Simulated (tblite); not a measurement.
Record of a relaxation.

C₂H₁₁NO₃Si₃.
Numbering: `[NH2:1][Si@@:2]1([O:3][SiH3:4])[CH2:5][CH2:6][Si@@H:7]([OH:8])[O:9]1` (hydrogens: H10, H11 on N1; H12, H13, H14 on Si4; H15, H16 on C5; H17, H18 on C6; H19 on Si7; H20 on O8)

Computed with GFN2-xTB (tblite), gas phase: L-BFGS steps from a force-field or distance-geometry start until the largest atomic force falls under 0.01 eV/Å. 8 of its 193 geometries are shown.

Step 0: E = -827.5753 eV, largest atomic force 2.751 eV/Å
```
atom  x, y, z in Å  |  force x, y, z in eV/Å
N1      1.341   -1.121    0.680   -1.018   0.909  -0.376
Si2     0.468    0.044   -0.343    1.018   0.737   0.688
O3      1.470    0.908   -1.409    0.589  -0.840   2.207
Si4     3.020    1.032   -0.729   -0.792   0.327  -0.560
C5     -0.843   -0.971   -1.215    0.067   0.253  -0.274
C6     -1.865   -1.083   -0.095    0.345   0.060   0.552
Si7    -2.015    0.740    0.348    0.040   0.262   2.312
O8     -3.075    0.993    1.661    0.399   1.495  -2.274
O9     -0.379    1.101    0.724   -0.872  -1.613  -1.969
H10     1.545   -0.816    1.640    0.159  -0.547  -0.907
H11     2.026   -1.706    0.207   -0.154   0.418   0.666
H12     3.461    2.409   -0.899   -0.137  -0.025  -0.116
H13     3.864    0.062   -1.429   -0.159   0.017   0.033
H14     2.939    0.722    0.708    0.368   0.263  -0.313
H15    -1.313   -0.396   -2.037    0.535  -0.808   0.059
H16    -0.451   -1.954   -1.498   -0.373   0.316  -0.408
H17    -2.808   -1.520   -0.411    0.168  -0.383   0.135
H18    -1.348   -1.657    0.712   -0.942   0.242  -0.464
H19    -2.428    1.423   -0.872   -0.021   0.312   0.191
H20    -3.615    1.800    1.433    0.781  -1.396   0.816
```

Step 27: E = -828.9283 eV, largest atomic force 0.254 eV/Å
```
atom  x, y, z in Å  |  force x, y, z in eV/Å
N1      1.148   -1.222    0.950   -0.026   0.076   0.040
Si2     0.495   -0.116   -0.215   -0.027  -0.087   0.073
O3      1.694    0.727   -0.934   -0.184  -0.092  -0.062
Si4     3.237    1.211   -0.838   -0.135  -0.151  -0.026
C5     -0.797   -1.093   -1.227    0.192   0.079   0.025
C6     -2.066   -1.004   -0.361    0.085  -0.130  -0.133
Si7    -2.108    0.762    0.302    0.107  -0.071  -0.100
O8     -2.815    0.938    1.744   -0.013  -0.107   0.087
O9     -0.499    0.984    0.487    0.103   0.021  -0.032
H10     1.330   -0.866    1.875   -0.050   0.012   0.013
H11     1.930   -1.790    0.659   -0.093   0.085  -0.004
H12     3.236    2.567   -1.367    0.013   0.011  -0.061
H13     4.009    0.226   -1.601   -0.026   0.062  -0.069
H14     3.720    1.169    0.541   -0.018   0.033   0.093
H15    -0.983   -0.635   -2.200   -0.018   0.060   0.035
H16    -0.503   -2.126   -1.425   -0.095   0.080   0.105
H17    -2.959   -1.317   -0.904    0.074  -0.017  -0.069
H18    -1.956   -1.679    0.484    0.017  -0.148   0.056
H19    -2.678    1.642   -0.712    0.104   0.228   0.039
H20    -3.440    1.632    1.919   -0.011   0.056  -0.009
```

Step 55: E = -829.1210 eV, largest atomic force 0.072 eV/Å
```
atom  x, y, z in Å  |  force x, y, z in eV/Å
N1      1.040   -1.181    1.295    0.016  -0.002   0.008
Si2     0.518   -0.226   -0.038   -0.036  -0.035   0.010
O3      1.714    0.444   -0.904    0.014   0.006   0.033
Si4     3.126    1.217   -1.037    0.006   0.038   0.010
C5     -0.677   -1.129   -1.200   -0.013   0.031  -0.018
C6     -2.078   -0.894   -0.620   -0.017  -0.040   0.026
Si7    -2.054    0.776    0.274    0.026   0.000   0.050
O8     -2.917    0.605    1.638   -0.009   0.015   0.002
O9     -0.450    0.938    0.575   -0.017  -0.009  -0.009
H10     1.039   -0.746    2.203   -0.005  -0.005   0.032
H11     1.837   -1.785    1.197    0.015   0.014  -0.033
H12     2.857    2.481   -1.721   -0.008  -0.012   0.025
H13     3.964    0.319   -1.827    0.023  -0.038  -0.036
H14     3.719    1.423    0.287   -0.025   0.017  -0.005
H15    -0.611   -0.687   -2.196   -0.027  -0.022   0.024
H16    -0.481   -2.196   -1.315   -0.004   0.071   0.008
H17    -2.849   -0.980   -1.383    0.012  -0.010  -0.057
H18    -2.284   -1.671    0.118   -0.022   0.011   0.022
H19    -2.433    1.987   -0.440    0.013   0.006  -0.070
H20    -2.985    1.315    2.272    0.059  -0.037  -0.019
```

Step 82: E = -829.1376 eV, largest atomic force 0.027 eV/Å
```
atom  x, y, z in Å  |  force x, y, z in eV/Å
N1      1.039   -1.210    1.337   -0.007  -0.006  -0.007
Si2     0.500   -0.249    0.014    0.011   0.003  -0.010
O3      1.716    0.418   -0.825    0.006   0.005   0.005
Si4     3.095    1.227   -1.042   -0.015   0.006  -0.022
C5     -0.676   -1.130   -1.183    0.007  -0.002   0.000
C6     -2.097   -0.884   -0.658   -0.004  -0.004   0.014
Si7    -2.071    0.787    0.238    0.008  -0.002  -0.005
O8     -2.958    0.689    1.593    0.009   0.007   0.010
O9     -0.479    0.911    0.615    0.011  -0.010   0.008
H10     0.988   -0.813    2.261   -0.008  -0.002   0.004
H11     1.891   -1.734    1.229    0.001   0.003   0.000
H12     2.756    2.465   -1.740    0.007   0.000   0.004
H13     3.924    0.330   -1.849   -0.009   0.007   0.007
H14     3.727    1.492    0.252   -0.002   0.003   0.013
H15    -0.575   -0.682   -2.173   -0.001  -0.009  -0.006
H16    -0.489   -2.196   -1.299    0.007  -0.007  -0.010
H17    -2.829   -0.955   -1.461   -0.006   0.001   0.002
H18    -2.347   -1.662    0.065   -0.018   0.002   0.010
H19    -2.389    1.978   -0.539    0.006   0.008  -0.008
H20    -2.729    1.230    2.344   -0.002  -0.004  -0.011
```

Step 110: E = -829.1403 eV, largest atomic force 0.028 eV/Å
```
atom  x, y, z in Å  |  force x, y, z in eV/Å
N1      1.062   -1.252    1.294    0.000   0.008  -0.011
Si2     0.507   -0.274   -0.009   -0.001   0.006   0.000
O3      1.716    0.398   -0.856    0.009  -0.001   0.014
Si4     3.078    1.253   -1.018   -0.012  -0.002  -0.012
C5     -0.695   -1.151   -1.184   -0.002  -0.003   0.006
C6     -2.103   -0.893   -0.629   -0.001   0.011   0.002
Si7    -2.049    0.796    0.226    0.006   0.023   0.000
O8     -2.957    0.769    1.571    0.019  -0.009  -0.009
O9     -0.460    0.881    0.622    0.004   0.003  -0.002
H10     0.940   -0.911    2.234    0.014  -0.013  -0.021
H11     1.951   -1.713    1.195    0.003  -0.001   0.028
H12     2.729    2.499   -1.697   -0.012  -0.001   0.002
H13     3.949    0.397   -1.824   -0.014   0.000   0.007
H14     3.675    1.511    0.294   -0.014  -0.007   0.007
H15    -0.617   -0.718   -2.182    0.014   0.010   0.005
H16    -0.513   -2.219   -1.292   -0.001  -0.015  -0.005
H17    -2.854   -0.980   -1.413   -0.012  -0.010  -0.006
H18    -2.339   -1.651    0.120   -0.001  -0.020  -0.007
H19    -2.324    1.969   -0.595   -0.004   0.009   0.002
H20    -2.701    1.299    2.321    0.003   0.011   0.000
```

Step 137: E = -829.1490 eV, largest atomic force 0.052 eV/Å
```
atom  x, y, z in Å  |  force x, y, z in eV/Å
N1      1.142   -1.403    1.264   -0.012   0.005   0.009
Si2     0.556   -0.419   -0.021    0.013   0.016   0.001
O3      1.806    0.156   -0.878    0.000   0.014   0.012
Si4     2.927    1.320   -0.982   -0.033  -0.025  -0.032
C5     -0.718   -1.236   -1.167    0.008   0.003   0.013
C6     -2.105   -0.851   -0.632    0.001   0.004   0.000
Si7    -1.920    0.849    0.187    0.005  -0.011  -0.002
O8     -2.822    0.924    1.534    0.003   0.001  -0.001
O9     -0.333    0.813    0.590   -0.001  -0.008  -0.006
H10     0.759   -1.275    2.185   -0.004  -0.015  -0.015
H11     2.130   -1.583    1.312   -0.002  -0.002  -0.007
H12     2.335    2.492   -1.627    0.004  -0.014   0.021
H13     3.957    0.687   -1.805    0.001   0.004   0.006
H14     3.424    1.647    0.356    0.015   0.015  -0.005
H15    -0.602   -0.841   -2.177    0.007   0.005   0.002
H16    -0.621   -2.317   -1.242    0.007  -0.003   0.003
H17    -2.852   -0.887   -1.424   -0.011   0.000  -0.007
H18    -2.415   -1.578    0.121    0.006   0.007   0.014
H19    -2.106    2.018   -0.664    0.000   0.011   0.000
H20    -2.546    1.495    2.247   -0.008  -0.005  -0.007
```

Step 165: E = -829.1548 eV, largest atomic force 0.050 eV/Å
```
atom  x, y, z in Å  |  force x, y, z in eV/Å
N1      1.127   -1.504    1.295    0.048  -0.003   0.004
Si2     0.590   -0.464    0.036   -0.001  -0.014   0.007
O3      1.899    0.070   -0.754   -0.003   0.002   0.010
Si4     2.849    1.353   -1.022    0.012  -0.019  -0.019
C5     -0.679   -1.250   -1.136   -0.011  -0.003   0.003
C6     -2.068   -0.801   -0.658    0.000  -0.014  -0.009
Si7    -1.852    0.891    0.169    0.001  -0.017  -0.007
O8     -2.780    0.962    1.498   -0.001   0.020   0.023
O9     -0.275    0.809    0.601    0.010  -0.005   0.019
H10     0.585   -1.591    2.138   -0.003   0.007  -0.013
H11     2.113   -1.546    1.494   -0.046   0.019  -0.002
H12     2.077    2.431   -1.637   -0.018   0.021  -0.014
H13     3.853    0.800   -1.927    0.001  -0.001   0.007
H14     3.425    1.798    0.248    0.017   0.002   0.013
H15    -0.512   -0.888   -2.151   -0.006   0.016   0.004
H16    -0.619   -2.336   -1.180   -0.004   0.002  -0.003
H17    -2.784   -0.809   -1.478   -0.011  -0.002  -0.014
H18    -2.441   -1.511    0.084    0.010   0.008   0.002
H19    -1.997    2.077   -0.668    0.015  -0.013   0.013
H20    -2.517    1.520    2.227   -0.009  -0.006  -0.023
```

Step 192: E = -829.1603 eV, largest atomic force 0.008 eV/Å
```
atom  x, y, z in Å  |  force x, y, z in eV/Å
N1      1.129   -1.600    1.329    0.005  -0.003   0.006
Si2     0.614   -0.496    0.116    0.000  -0.003   0.004
O3      1.957    0.068   -0.588   -0.002   0.008   0.001
Si4     2.792    1.364   -1.081   -0.004   0.004  -0.004
C5     -0.628   -1.224   -1.121    0.001  -0.001   0.003
C6     -2.026   -0.778   -0.670    0.000   0.002  -0.001
Si7    -1.808    0.900    0.184    0.004   0.001   0.003
O8     -2.810    1.007    1.456    0.001  -0.001   0.001
O9     -0.261    0.762    0.702    0.003   0.000   0.002
H10     0.474   -1.871    2.043    0.004  -0.001  -0.003
H11     2.047   -1.474    1.721   -0.005   0.000  -0.005
H12     1.899    2.367   -1.663    0.001  -0.003  -0.001
H13     3.699    0.795   -2.075    0.002   0.000   0.004
H14     3.499    1.915    0.076   -0.002  -0.006  -0.002
H15    -0.424   -0.815   -2.113   -0.003  -0.001   0.001
H16    -0.578   -2.307   -1.214    0.003  -0.001  -0.001
H17    -2.725   -0.771   -1.506    0.003  -0.001  -0.002
H18    -2.416   -1.495    0.055   -0.004   0.002  -0.001
H19    -1.860    2.090   -0.658   -0.003   0.006  -0.004
H20    -2.579    1.574    2.187   -0.004  -0.001  -0.001
```

Q: Summarise the path.

A: The energy falls by 152.93 kJ/mol from step 0 to step 192; nine tenths of that is first reached at step 34. It never rises by more than 0.2 meV. The largest force goes from 2.751 to 0.008 eV/Å. Among the bonds Si7–O8 changes most (a near tie, within 0.001 Å, with another), from 1.706 to 1.623 Å; the atoms move by 1.047 Å rms after alignment.

What follows is the cost of the whole relaxation. On one thread, Arm Neoverse N1 (aarch64), no GPU, shared host with 64 logical CPUs at a one-minute load of 55, this took 3.8 s of wall time.
